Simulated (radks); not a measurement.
Q: The mean radii <r> (bohr) of the occupied orbitals of an atom or ion are listed with their occupations. All-electron calculation, non-relativistic Kohn-Sham, PBEsol, spin-unpolarised, spherical densities, point nucleus. Program: a radial shooting solver on a logarithmic mesh with Libxc functionals.

orbital  occ.      <r>
1s          2  0.02048
2s          2  0.08646
2p          6  0.07314
3s          2   0.2171
3p          6   0.2070
3d         10   0.1812
4s          2   0.4367
4p          6   0.4342
4d          2   0.4238
5p          1   0.7571

Name the element and its charge.

A: Z = 74, tungsten, charge +35: W35+ in [Kr] 4d2 5p1. The 1s radius gives Z: for a bare nucleus <r> = 1.5/Z, 0.02027 bohr for Z = 74, and screening makes it slightly larger (0.02048 here). The occupations add up to 39, and the charge is Z minus that.
